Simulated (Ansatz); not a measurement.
This geometry of BGaH6Si (9 atoms, charge 0, multiplicity 1) is a first-order saddle point.

The calculation used RKS r2SCANh-D4/def2-SVP (Ansatz).

```xyz
9
Properties=species:S:1:pos:R:3
B -1.221 0.455 -1.073
Ga 0.601 1.139 -0.810
Si 0.541 -0.674 0.924
H -1.372 -0.547 -1.732
H -2.108 0.810 -0.335
H 1.926 1.923 -0.914
H 1.633 -1.650 0.614
H -0.726 -1.452 1.052
H 0.815 -0.049 2.257
```

Task: Which two structures does it join? (They come from a converged band through this point; their orientation in space is the band's.)

Result: Bonds formed: B1–Si3. The height of B1 over the plane of its neighbours goes from 0.02 to -0.45 Å.

Image 0:

```xyz
9
Properties=species:S:1:pos:R:3
B -1.477 0.685 -1.477
Ga 0.325 0.686 -0.501
Si 0.853 -0.857 1.282
H -1.680 -0.001 -2.451
H -2.415 1.337 -1.083
H 1.486 1.688 -0.840
H 2.020 -1.708 0.888
H -0.269 -1.773 1.651
H 1.246 -0.103 2.514
```

Image 10:

```xyz
9
Properties=species:S:1:pos:R:3
B -0.799 0.163 -0.585
Ga 0.585 1.463 -1.142
Si 0.128 -0.863 0.902
H -1.018 -0.548 -1.551
H -1.744 0.810 -0.165
H 1.794 2.424 -1.464
H 1.383 -1.565 0.470
H -0.779 -1.920 1.452
H 0.540 -0.010 2.067
```

Task: How far does it lie above each of them?

Result: 13.6 kJ/mol above the first and 67.4 kJ/mol above the second. This is the barrier of this one path; another mechanism may lie lower.

The run took 6.2 min on 2 threads of Arm Neoverse V2 (shared host), peak memory 0.22 GiB.
